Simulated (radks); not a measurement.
The numbers below are computed, except where a source is named.
Polarisability of the gallium ion Ga3+, [Ar] 3d10, at imaginary frequency. Level of theory: non-relativistic Kohn-Sham, LDA (Slater exchange, VWN5 correlation), spin-polarised, spherical densities, point nucleus (a radial shooting solver on a logarithmic mesh with Libxc functionals). Response by self-consistent Sternheimer equations with the Hartree and adiabatic LDA kernel.

w (hartree),alpha1(iw) (bohr^3),alpha2(iw) (bohr^5)
0.00266,1.444,2.990
0.0143,1.444,2.989
0.0360,1.443,2.985
0.0697,1.441,2.972
0.118,1.434,2.938
0.186,1.421,2.868
0.280,1.394,2.736
0.413,1.342,2.518
0.605,1.253,2.210
0.892,1.112,1.840
1.35,0.9187,1.444
2.12,0.6835,1.038
3.59,0.4292,0.6378
6.94,0.1986,0.2879
17.5,0.04984,0.06704

Static values: alpha1 = 1.444 bohr^3 (0.2140 angstrom^3; uncoupled 1.771), alpha2 = 2.990 bohr^5, alpha3 = 8.228 bohr^7. C6 = 3.225, C8 = 27.27, triple-dipole C9 = 3.129 atomic units. One-pole (London) frequency 4 C6 / (3 alpha1^2) = 2.063 hartree, against 1.956 for minus the highest occupied eigenvalue. The dipole shielding factor is 0.904, as the force sum rule N/Z = 0.903 demands.
